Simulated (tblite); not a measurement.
Record of a relaxation.

C5H7AlFN.
Bonds: F1–C2, C2–C3 (aromatic), C3–C4 (aromatic), C4–C5 (aromatic), C5–N6 (aromatic), N6–Al7, N6–C8 (aromatic), C2–C8 (aromatic). Hydrogens: H9 on C3; H10 on C4; H11 on C5; H12, H13, H14 on Al7; H15 on C8.
Bond orders are those of one Lewis drawing.

Computed with GFN2-xTB (tblite), gas phase: L-BFGS steps from a force-field or distance-geometry start until the largest atomic force falls under 0.01 eV/Å. 12 of its 77 geometries are shown.

Step 0: E = -625.6748 eV, largest atomic force 2.944 eV/Å
```
atom  x, y, z in Å  |  force x, y, z in eV/Å
F1     -1.731    2.579   -0.840    0.084  -0.283   0.077
C2     -1.288    1.383   -0.454    0.450  -1.136   0.503
C3     -2.144    0.346   -0.083   -0.847   0.946  -0.399
C4     -1.671   -0.882    0.311   -0.179  -0.792   0.395
C5     -0.312   -1.134    0.386   -0.207   1.496  -0.656
N6      0.505   -0.125    0.025   -0.370   0.240   0.011
Al7     2.397   -0.401    0.086    2.887  -0.528   0.228
C8      0.078    1.089   -0.365   -0.836  -0.499   0.050
H9     -3.216    0.494   -0.116    0.034   0.124  -0.033
H10    -2.407   -1.631    0.584    0.217  -0.022  -0.016
H11     0.095   -2.090    0.689    0.293   0.287  -0.065
H12     2.856   -1.124    1.453   -0.788   0.089  -0.062
H13     3.159    0.991    0.028   -0.632   0.217  -0.113
H14     2.917   -1.368   -1.086   -0.749   0.160  -0.032
H15     0.757    1.881   -0.641    0.643  -0.299   0.112
```

Step 7: E = -626.2737 eV, largest atomic force 0.181 eV/Å
```
atom  x, y, z in Å  |  force x, y, z in eV/Å
F1     -1.714    2.530   -0.825    0.088  -0.088   0.024
C2     -1.283    1.325   -0.430    0.040  -0.021   0.032
C3     -2.204    0.346   -0.084    0.045   0.021  -0.037
C4     -1.695   -0.881    0.315    0.000   0.031   0.016
C5     -0.320   -1.062    0.355    0.010  -0.050  -0.014
N6      0.547   -0.114    0.023   -0.107   0.110   0.004
Al7     2.621   -0.434    0.106   -0.134  -0.055   0.036
C8      0.082    1.066   -0.362   -0.063   0.052  -0.045
H9     -3.270    0.537   -0.129    0.180   0.021  -0.005
H10    -2.378   -1.671    0.595    0.154  -0.022  -0.002
H11     0.123   -1.995    0.660    0.088  -0.119   0.043
H12     2.755   -1.143    1.507   -0.150   0.038  -0.028
H13     3.093    1.062    0.005   -0.070   0.017  -0.030
H14     2.824   -1.377   -1.139   -0.138   0.070   0.005
H15     0.815    1.817   -0.620    0.056  -0.007   0.000
```

Step 14: E = -626.3180 eV, largest atomic force 0.147 eV/Å
```
atom  x, y, z in Å  |  force x, y, z in eV/Å
F1     -1.688    2.525   -0.825   -0.016  -0.057   0.016
C2     -1.255    1.323   -0.430    0.025  -0.054  -0.017
C3     -2.165    0.334   -0.084    0.013   0.081   0.005
C4     -1.660   -0.895    0.320   -0.029   0.017  -0.042
C5     -0.288   -1.070    0.356    0.058   0.059   0.021
N6      0.559   -0.106    0.030    0.057  -0.019  -0.023
Al7     2.552   -0.429    0.114   -0.040   0.056  -0.037
C8      0.105    1.070   -0.366    0.058   0.009   0.034
H9     -3.219    0.561   -0.136   -0.032  -0.137   0.042
H10    -2.305   -1.712    0.603   -0.088   0.085  -0.030
H11     0.172   -1.998    0.663    0.049  -0.012   0.008
H12     2.616   -1.132    1.519   -0.035  -0.004   0.016
H13     3.020    1.069   -0.015    0.033  -0.005   0.041
H14     2.694   -1.339   -1.153   -0.041  -0.054  -0.024
H15     0.857    1.804   -0.618   -0.013   0.035  -0.009
```

Step 21: E = -626.3256 eV, largest atomic force 0.053 eV/Å
```
atom  x, y, z in Å  |  force x, y, z in eV/Å
F1     -1.685    2.519   -0.826   -0.021   0.028  -0.011
C2     -1.248    1.321   -0.430   -0.005   0.017  -0.019
C3     -2.156    0.333   -0.083   -0.004   0.026   0.000
C4     -1.649   -0.894    0.318   -0.008  -0.006  -0.011
C5     -0.277   -1.068    0.358    0.011   0.022   0.009
N6      0.567   -0.102    0.030    0.019   0.010  -0.013
Al7     2.543   -0.426    0.110   -0.002   0.020  -0.010
C8      0.114    1.073   -0.365   -0.019   0.003   0.013
H9     -3.216    0.529   -0.127   -0.003  -0.004  -0.004
H10    -2.316   -1.693    0.594    0.004  -0.044   0.013
H11     0.190   -1.993    0.665    0.026  -0.005   0.005
H12     2.582   -1.127    1.517   -0.001  -0.013   0.012
H13     3.023    1.071   -0.005    0.042  -0.029   0.014
H14     2.659   -1.347   -1.158   -0.014  -0.019  -0.004
H15     0.862    1.813   -0.619   -0.025  -0.006   0.006
```

Step 28: E = -626.3291 eV, largest atomic force 0.082 eV/Å
```
atom  x, y, z in Å  |  force x, y, z in eV/Å
F1     -1.701    2.523   -0.832   -0.030  -0.006  -0.001
C2     -1.258    1.326   -0.436   -0.009  -0.003   0.043
C3     -2.157    0.331   -0.084   -0.001  -0.056  -0.024
C4     -1.639   -0.894    0.314    0.030  -0.018   0.046
C5     -0.266   -1.058    0.360    0.040   0.019  -0.052
N6      0.567   -0.085    0.028    0.062   0.035   0.041
Al7     2.541   -0.431    0.108   -0.028  -0.050   0.028
C8      0.104    1.088   -0.364    0.020   0.001  -0.038
H9     -3.219    0.512   -0.127   -0.011   0.020  -0.010
H10    -2.294   -1.704    0.593   -0.033  -0.002  -0.001
H11     0.220   -1.976    0.666   -0.052   0.027  -0.007
H12     2.557   -1.133    1.518    0.006  -0.015   0.000
H13     3.076    1.044    0.013    0.008  -0.005  -0.026
H14     2.616   -1.364   -1.159    0.000   0.015   0.009
H15     0.848    1.829   -0.618   -0.004   0.039  -0.008
```

Step 35: E = -626.3335 eV, largest atomic force 0.054 eV/Å
```
atom  x, y, z in Å  |  force x, y, z in eV/Å
F1     -1.743    2.515   -0.836   -0.011   0.017  -0.007
C2     -1.273    1.329   -0.437   -0.009   0.013  -0.004
C3     -2.156    0.318   -0.089    0.001  -0.001   0.001
C4     -1.620   -0.897    0.313    0.008   0.017  -0.004
C5     -0.243   -1.031    0.356   -0.019  -0.024   0.013
N6      0.578   -0.043    0.032   -0.026  -0.025   0.015
Al7     2.536   -0.454    0.118    0.011  -0.051   0.013
C8      0.095    1.119   -0.367    0.004  -0.007   0.013
H9     -3.220    0.491   -0.135   -0.013  -0.013  -0.005
H10    -2.265   -1.717    0.590    0.041   0.031  -0.014
H11     0.246   -1.946    0.665    0.037   0.033  -0.010
H12     2.528   -1.161    1.528    0.004  -0.007  -0.012
H13     3.151    0.989    0.020   -0.033   0.003  -0.022
H14     2.558   -1.384   -1.155    0.005   0.000   0.018
H15     0.821    1.879   -0.623   -0.001   0.014   0.005
```

Step 41: E = -626.3355 eV, largest atomic force 0.052 eV/Å
```
atom  x, y, z in Å  |  force x, y, z in eV/Å
F1     -1.764    2.517   -0.841    0.036  -0.012   0.004
C2     -1.281    1.336   -0.439   -0.010  -0.020  -0.002
C3     -2.155    0.317   -0.094   -0.001  -0.015   0.015
C4     -1.607   -0.893    0.311    0.003  -0.018  -0.009
C5     -0.229   -1.018    0.357    0.003   0.024   0.010
N6      0.582   -0.022    0.038   -0.019   0.028  -0.022
Al7     2.533   -0.477    0.127   -0.006   0.047  -0.022
C8      0.089    1.136   -0.363   -0.016   0.034   0.008
H9     -3.221    0.474   -0.142    0.013   0.000  -0.007
H10    -2.244   -1.718    0.585    0.002  -0.011   0.000
H11     0.277   -1.925    0.662   -0.014   0.007   0.003
H12     2.518   -1.185    1.535    0.010  -0.006  -0.004
H13     3.158    0.961    0.008   -0.024  -0.017   0.011
H14     2.535   -1.400   -1.147    0.003  -0.048   0.002
H15     0.805    1.904   -0.619    0.020   0.007   0.013
```

Step 48: E = -626.3371 eV, largest atomic force 0.033 eV/Å
```
atom  x, y, z in Å  |  force x, y, z in eV/Å
F1     -1.774    2.517   -0.844   -0.017  -0.005   0.007
C2     -1.287    1.340   -0.438    0.006   0.006   0.004
C3     -2.153    0.312   -0.096   -0.004   0.015  -0.014
C4     -1.597   -0.893    0.308    0.003   0.013  -0.001
C5     -0.219   -1.001    0.358    0.017  -0.002  -0.008
N6      0.584    0.001    0.041    0.020   0.005   0.004
Al7     2.525   -0.492    0.125    0.002   0.016  -0.006
C8      0.085    1.157   -0.357   -0.002  -0.008  -0.002
H9     -3.220    0.459   -0.151   -0.002   0.010  -0.007
H10    -2.225   -1.726    0.581   -0.006   0.001  -0.003
H11     0.296   -1.903    0.662    0.004  -0.031   0.012
H12     2.515   -1.202    1.532    0.004   0.006   0.005
H13     3.151    0.943    0.002    0.000   0.001  -0.004
H14     2.518   -1.435   -1.135   -0.008  -0.018   0.000
H15     0.797    1.930   -0.608   -0.016  -0.006   0.012
```

Step 55: E = -626.3375 eV, largest atomic force 0.020 eV/Å
```
atom  x, y, z in Å  |  force x, y, z in eV/Å
F1     -1.779    2.517   -0.842    0.004   0.002   0.004
C2     -1.288    1.341   -0.437    0.008   0.004   0.003
C3     -2.152    0.311   -0.099    0.000   0.008  -0.007
C4     -1.594   -0.892    0.306   -0.012   0.000  -0.001
C5     -0.216   -1.000    0.358   -0.003   0.004  -0.006
N6      0.586    0.003    0.042    0.005   0.003   0.003
Al7     2.525   -0.493    0.122   -0.007   0.002   0.002
C8      0.084    1.159   -0.354    0.004   0.000   0.001
H9     -3.220    0.460   -0.156    0.000  -0.011   0.000
H10    -2.221   -1.725    0.578   -0.013  -0.015   0.001
H11     0.298   -1.903    0.663    0.005  -0.001  -0.003
H12     2.518   -1.200    1.531    0.006   0.008   0.010
H13     3.149    0.943   -0.003    0.007  -0.002  -0.014
H14     2.512   -1.449   -1.130   -0.004   0.001   0.002
H15     0.794    1.936   -0.601    0.000  -0.002   0.005
```

Step 62: E = -626.3391 eV, largest atomic force 0.040 eV/Å
```
atom  x, y, z in Å  |  force x, y, z in eV/Å
F1     -1.786    2.526   -0.811    0.009   0.008  -0.017
C2     -1.289    1.346   -0.426   -0.011   0.002   0.007
C3     -2.150    0.304   -0.118   -0.006  -0.006   0.021
C4     -1.591   -0.899    0.288    0.013   0.002   0.001
C5     -0.212   -0.999    0.352    0.002  -0.001   0.016
N6      0.586    0.013    0.054   -0.004   0.000   0.017
Al7     2.521   -0.496    0.121    0.010  -0.017  -0.001
C8      0.083    1.173   -0.329   -0.001   0.005   0.014
H9     -3.216    0.445   -0.193   -0.013  -0.005   0.007
H10    -2.220   -1.734    0.552    0.028   0.002  -0.029
H11     0.311   -1.897    0.655   -0.028  -0.009  -0.009
H12     2.549   -1.149    1.555   -0.012   0.018   0.002
H13     3.162    0.922   -0.087   -0.001  -0.002  -0.007
H14     2.456   -1.506   -1.088    0.006  -0.001  -0.005
H15     0.791    1.959   -0.548    0.007   0.005  -0.016
```

Step 69: E = -626.3405 eV, largest atomic force 0.020 eV/Å
```
atom  x, y, z in Å  |  force x, y, z in eV/Å
F1     -1.783    2.534   -0.797   -0.003  -0.006  -0.004
C2     -1.290    1.352   -0.412    0.000  -0.002   0.008
C3     -2.150    0.304   -0.123    0.003  -0.007   0.002
C4     -1.587   -0.901    0.275   -0.002  -0.005   0.003
C5     -0.209   -0.996    0.354   -0.008  -0.011  -0.004
N6      0.588    0.021    0.073   -0.013  -0.007   0.007
Al7     2.520   -0.501    0.117    0.004   0.012   0.001
C8      0.083    1.182   -0.303    0.002  -0.003  -0.004
H9     -3.217    0.433   -0.213    0.004   0.017   0.010
H10    -2.211   -1.746    0.518   -0.001   0.002  -0.016
H11     0.306   -1.903    0.646    0.014   0.014   0.003
H12     2.565   -1.100    1.573   -0.010   0.000  -0.001
H13     3.167    0.905   -0.152    0.001  -0.007  -0.005
H14     2.424   -1.546   -1.060    0.010  -0.007   0.001
H15     0.790    1.970   -0.518    0.000   0.008  -0.002
```

Step 76: E = -626.3408 eV, largest atomic force 0.009 eV/Å
```
atom  x, y, z in Å  |  force x, y, z in eV/Å
F1     -1.783    2.533   -0.795   -0.004   0.001   0.007
C2     -1.289    1.353   -0.407    0.001   0.003  -0.003
C3     -2.149    0.303   -0.122    0.001   0.003  -0.005
C4     -1.587   -0.903    0.271   -0.001   0.004  -0.003
C5     -0.210   -0.997    0.354    0.000   0.003  -0.006
N6      0.587    0.023    0.079    0.002   0.002  -0.003
Al7     2.520   -0.501    0.116   -0.002   0.004   0.002
C8      0.083    1.183   -0.297   -0.001  -0.002  -0.005
H9     -3.216    0.438   -0.212    0.002  -0.006   0.007
H10    -2.213   -1.751    0.501    0.004  -0.001   0.003
H11     0.310   -1.901    0.646   -0.005   0.001   0.000
H12     2.564   -1.086    1.578   -0.005   0.000   0.003
H13     3.168    0.899   -0.173    0.001  -0.001  -0.002
H14     2.423   -1.559   -1.050    0.005  -0.005   0.001
H15     0.789    1.974   -0.510    0.000  -0.006   0.002
```

**Question.** Summarise the path.

**Answer.** The energy falls by 64.27 kJ/mol from step 0 to step 76; nine tenths of that is first reached at step 8. It falls at every step. The largest force goes from 2.944 to 0.009 eV/Å. Among the bonds N6–Al7 changes most, from 1.913 to 2.003 Å; the atoms move by 0.222 Å rms after alignment.

**Question.** Follow the three bonds and two angles with the largest change from start to end.

**Answer.** 
```json
{"step": "0", "E above end (kJ/mol)": "64.27", "largest force (eV/Å)": "2.944", "N6–Al7 (Å)": "1.913", "Al7–H12 (Å)": "1.614", "Al7–H14 (Å)": "1.606", "N6–Al7–H14 (°)": "112.6", "N6–Al7–H12 (°)": "111.9"}
{"step": "3", "E above end (kJ/mol)": "13.19", "largest force (eV/Å)": "0.551", "N6–Al7 (Å)": "2.111", "Al7–H12 (Å)": "1.530", "Al7–H14 (Å)": "1.536", "N6–Al7–H14 (°)": "103.2", "N6–Al7–H12 (°)": "103.1"}
{"step": "7", "E above end (kJ/mol)": "6.48", "largest force (eV/Å)": "0.181", "N6–Al7 (Å)": "2.100", "Al7–H12 (Å)": "1.576", "Al7–H14 (Å)": "1.575", "N6–Al7–H14 (°)": "100.8", "N6–Al7–H12 (°)": "100.8"}
{"step": "10", "E above end (kJ/mol)": "4.94", "largest force (eV/Å)": "0.222", "N6–Al7 (Å)": "2.070", "Al7–H12 (Å)": "1.587", "Al7–H14 (Å)": "1.586", "N6–Al7–H14 (°)": "100.9", "N6–Al7–H12 (°)": "101.0"}
{"step": "13", "E above end (kJ/mol)": "2.57", "largest force (eV/Å)": "0.223", "N6–Al7 (Å)": "2.033", "Al7–H12 (Å)": "1.573", "Al7–H14 (Å)": "1.570", "N6–Al7–H14 (°)": "98.9", "N6–Al7–H12 (°)": "98.9"}
{"step": "17", "E above end (kJ/mol)": "1.75", "largest force (eV/Å)": "0.088", "N6–Al7 (Å)": "2.006", "Al7–H12 (Å)": "1.576", "Al7–H14 (Å)": "1.569", "N6–Al7–H14 (°)": "98.4", "N6–Al7–H12 (°)": "98.3"}
{"step": "20", "E above end (kJ/mol)": "1.51", "largest force (eV/Å)": "0.062", "N6–Al7 (Å)": "2.003", "Al7–H12 (Å)": "1.573", "Al7–H14 (Å)": "1.571", "N6–Al7–H14 (°)": "97.9", "N6–Al7–H12 (°)": "97.7"}
{"step": "23", "E above end (kJ/mol)": "1.41", "largest force (eV/Å)": "0.053", "N6–Al7 (Å)": "2.004", "Al7–H12 (Å)": "1.574", "Al7–H14 (Å)": "1.573", "N6–Al7–H14 (°)": "97.7", "N6–Al7–H12 (°)": "97.5"}
{"step": "26", "E above end (kJ/mol)": "1.29", "largest force (eV/Å)": "0.058", "N6–Al7 (Å)": "2.005", "Al7–H12 (Å)": "1.577", "Al7–H14 (Å)": "1.576", "N6–Al7–H14 (°)": "97.3", "N6–Al7–H12 (°)": "97.3"}
{"step": "30", "E above end (kJ/mol)": "0.97", "largest force (eV/Å)": "0.067", "N6–Al7 (Å)": "2.003", "Al7–H12 (Å)": "1.570", "Al7–H14 (Å)": "1.572", "N6–Al7–H14 (°)": "96.3", "N6–Al7–H12 (°)": "97.0"}
{"step": "33", "E above end (kJ/mol)": "0.81", "largest force (eV/Å)": "0.056", "N6–Al7 (Å)": "2.000", "Al7–H12 (Å)": "1.572", "Al7–H14 (Å)": "1.574", "N6–Al7–H14 (°)": "96.1", "N6–Al7–H12 (°)": "97.2"}
{"step": "36", "E above end (kJ/mol)": "0.68", "largest force (eV/Å)": "0.048", "N6–Al7 (Å)": "2.005", "Al7–H12 (Å)": "1.578", "Al7–H14 (Å)": "1.577", "N6–Al7–H14 (°)": "95.5", "N6–Al7–H12 (°)": "97.2"}
{"step": "40", "E above end (kJ/mol)": "0.55", "largest force (eV/Å)": "0.059", "N6–Al7 (Å)": "2.006", "Al7–H12 (Å)": "1.576", "Al7–H14 (Å)": "1.573", "N6–Al7–H14 (°)": "95.5", "N6–Al7–H12 (°)": "97.4"}
{"step": "43", "E above end (kJ/mol)": "0.45", "largest force (eV/Å)": "0.037", "N6–Al7 (Å)": "2.004", "Al7–H12 (Å)": "1.579", "Al7–H14 (Å)": "1.574", "N6–Al7–H14 (°)": "95.9", "N6–Al7–H12 (°)": "97.9"}
{"step": "46", "E above end (kJ/mol)": "0.39", "largest force (eV/Å)": "0.031", "N6–Al7 (Å)": "2.005", "Al7–H12 (Å)": "1.578", "Al7–H14 (Å)": "1.575", "N6–Al7–H14 (°)": "96.0", "N6–Al7–H12 (°)": "98.1"}
{"step": "50", "E above end (kJ/mol)": "0.34", "largest force (eV/Å)": "0.023", "N6–Al7 (Å)": "2.004", "Al7–H12 (Å)": "1.576", "Al7–H14 (Å)": "1.575", "N6–Al7–H14 (°)": "96.4", "N6–Al7–H12 (°)": "98.2"}
{"step": "53", "E above end (kJ/mol)": "0.33", "largest force (eV/Å)": "0.016", "N6–Al7 (Å)": "2.004", "Al7–H12 (Å)": "1.577", "Al7–H14 (Å)": "1.576", "N6–Al7–H14 (°)": "96.4", "N6–Al7–H12 (°)": "98.2"}
{"step": "56", "E above end (kJ/mol)": "0.32", "largest force (eV/Å)": "0.026", "N6–Al7 (Å)": "2.004", "Al7–H12 (Å)": "1.575", "Al7–H14 (Å)": "1.575", "N6–Al7–H14 (°)": "96.3", "N6–Al7–H12 (°)": "98.2"}
{"step": "59", "E above end (kJ/mol)": "0.25", "largest force (eV/Å)": "0.063", "N6–Al7 (Å)": "2.003", "Al7–H12 (Å)": "1.575", "Al7–H14 (Å)": "1.573", "N6–Al7–H14 (°)": "96.0", "N6–Al7–H12 (°)": "98.5"}
{"step": "63", "E above end (kJ/mol)": "0.15", "largest force (eV/Å)": "0.032", "N6–Al7 (Å)": "2.003", "Al7–H12 (Å)": "1.576", "Al7–H14 (Å)": "1.577", "N6–Al7–H14 (°)": "95.6", "N6–Al7–H12 (°)": "98.7"}
{"step": "66", "E above end (kJ/mol)": "0.07", "largest force (eV/Å)": "0.056", "N6–Al7 (Å)": "2.004", "Al7–H12 (Å)": "1.575", "Al7–H14 (Å)": "1.578", "N6–Al7–H14 (°)": "95.5", "N6–Al7–H12 (°)": "98.5"}
{"step": "69", "E above end (kJ/mol)": "0.04", "largest force (eV/Å)": "0.020", "N6–Al7 (Å)": "2.002", "Al7–H12 (Å)": "1.575", "Al7–H14 (Å)": "1.577", "N6–Al7–H14 (°)": "95.6", "N6–Al7–H12 (°)": "98.5"}
{"step": "73", "E above end (kJ/mol)": "0.01", "largest force (eV/Å)": "0.016", "N6–Al7 (Å)": "2.003", "Al7–H12 (Å)": "1.575", "Al7–H14 (Å)": "1.579", "N6–Al7–H14 (°)": "95.7", "N6–Al7–H12 (°)": "98.2"}
{"step": "76", "E above end (kJ/mol)": "0.00", "largest force (eV/Å)": "0.009", "N6–Al7 (Å)": "2.003", "Al7–H12 (Å)": "1.575", "Al7–H14 (Å)": "1.577", "N6–Al7–H14 (°)": "95.9", "N6–Al7–H12 (°)": "98.1"}
```

What follows is the cost of the whole relaxation. The run took 0.39 s wall on one thread of an Arm Neoverse V2, no GPU, on a shared host.
